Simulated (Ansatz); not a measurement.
Abridged output of a molecular run in Ansatz:

```
Functional definition: HF
1380 factors; integrals over basis functions are off by at most 1.0e-3 eV
mean field evaluation 1: about -21519.9778 eV, gradient 3.4e1 eV
mean field evaluation 2: about -21520.1925 eV, gradient 3.4e1 eV
mean field evaluation 4: about -21523.9053 eV, gradient 3.9e0 eV
mean field evaluation 8: about -21523.9973 eV, gradient 3.3e-1 eV
mean field evaluation 16: about -21523.9991 eV, gradient 2.4e-6 eV
mean field -21523.99906696 eV, -790.9923762202 hartree, gradient 2.4e-6 eV, S^2 0.000000; 0 other end points of the search recorded, 0 dependent functions left out
13 core orbitals not correlated: weight in the atoms' cores, before any rotation towards them, 1.000 or more for the frozen orbitals, at most 0.000 for the correlated occupied ones
reference -21523.99906696 eV, -790.9923762202 hartree; 12, 12 occupied and 208, 208 virtual orbitals, 1380 factors
second order -17.05886989 eV of doubles, -0.00000000 eV of singles
cycle   1  -17.89775735 eV  change   -8.4e-1 eV  update   1.0e-1
cycle   2  -18.37475467 eV  change   -4.8e-1 eV  update   3.2e-2
cycle   3  -18.47742648 eV  change   -1.0e-1 eV  update   1.9e-2
cycle   4  -18.46639362 eV  change    1.1e-2 eV  update   7.0e-3
cycle   5  -18.46451976 eV  change    1.9e-3 eV  update   3.7e-3
cycle   6  -18.46520485 eV  change   -6.9e-4 eV  update   1.5e-3
cycle   7  -18.46508247 eV  change    1.2e-4 eV  update   8.1e-4
cycle   8  -18.46530953 eV  change   -2.3e-4 eV  update   4.6e-4
cycle   9  -18.46538355 eV  change   -7.4e-5 eV  update   2.6e-4
cycle  10  -18.46520629 eV  change    1.8e-4 eV  update   1.5e-4
cycle  11  -18.46528315 eV  change   -7.7e-5 eV  update   8.8e-5
cycle  12  -18.46530563 eV  change   -2.2e-5 eV  update   4.0e-5
cycle  13  -18.46533008 eV  change   -2.4e-5 eV  update   1.8e-5
perturbative correction -0.88576588 eV, -0.0325512958 hartree
Total energy: -21543.35016292 eV, -791.7035158802 hartree
```

Its atoms:

Z-matrix (Å, degrees):
```
B
B 1 1.677
Al 1 2.342 2 60.6
C 1 1.503 2 108.6 3 -35.0
H 1 1.200 2 127.4 3 123.1
Cl 2 1.721 1 137.6 3 175.0
H 3 1.585 1 152.9 2 159.3
H 4 1.127 1 118.8 2 -31.1
H 4 1.084 1 126.4 2 177.8
```

(1) Which basis set was used?
A. cc-pV(D+d)Z
B. def2-QZVPP
C. def2-TZVPP
D. def2-SVPD

(2) Write the keys of the input that set method, charge and spin (a neutral closed shell needs none for the last two).

Results:

(1) C. It gives 233 functions.

(2) 
```yaml
correlation: {method: ccsd_t}
```
